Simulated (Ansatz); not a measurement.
Harmonic frequencies (cm⁻¹) at PBE0-D4/def2-TZVP from Ansatz: 211, 232, 305, 403, 430, 455, 775, 806, 1005, 1033, 2704, 2715.

Each molecule was computed in one conformer, which needn't be the lowest.

Task: Which molecule is it?
A. `O=C=NBF`
B. `O=C=NB(F)F`
C. `NB(Cl)Cl`
D. `SB(S)Cl`

Result: D.
